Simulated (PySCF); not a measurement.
A structure optimised at PBE-D3(BJ)/def2-SVP, used in a PySCF frequency run:

```xyz
16

C     -1.4442    -1.5260    -0.6407
C     -1.0920    -0.0830    -0.2744
N     -1.5136     0.3502     1.0793
Si     0.7686     0.3958    -0.4279
N      1.7857    -0.9831    -0.0961
O      0.8560     1.6841     0.6499
H     -1.1498    -1.7587    -1.6851
H     -2.5346    -1.7228    -0.5441
H     -0.9027    -2.2476     0.0068
H     -1.6030     0.6043    -0.9868
H     -1.2383    -0.3595     1.7733
H     -2.5394     0.4105     1.1430
H      1.1533     0.8205    -1.8154
H      2.7417    -0.9585    -0.4617
H      1.8007    -1.3663     0.8538
H     -0.0224     1.6483     1.1168
```
Charge 0, spin multiplicity 1.

Q: Write its SMILES and formula.

A: C[C@@H](N)[Si@H](N)O, C₂H₁₀N₂OSi

Q: What are its rotational constants (standard atomic weights)?

A: 3.4201, 2.3338, 1.6532 GHz
